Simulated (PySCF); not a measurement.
# Dy³⁹⁺: fine-structure interval

Dy³⁹⁺ [Ar] 3d9 [3d3/2^4 3d5/2^5, M_J = 5/2] → Dy³⁹⁺ [Ar] 3d9 [3d3/2^3 3d5/2^6, M_J = 3/2], as a difference of total energies. All numbers are calculated (PySCF 2.14, the two-component X2C-1e Hamiltonian, in an even-tempered Gaussian basis (16 s from 8.1 bohr⁻², ratio 2.8; 12 p from 11 bohr⁻², ratio 2.8; 8 d from 11 bohr⁻², ratio 2.8; 3 f from 41 bohr⁻², ratio 3)). Correlated levels: [Ne] frozen; the 74 highest virtual spinors dropped. "Screened" scales the spin-orbit matrix elements by Boettger's factors to mimic the two-electron term; Breit and QED terms are absent.

| method | fine-structure interval (cm⁻¹) |
| --- | --- |
| GHF (screened spin-orbit) | 313290 |
| GMP2 (screened spin-orbit) | 312940 |
| GHF (bare spin-orbit) | 369720 |
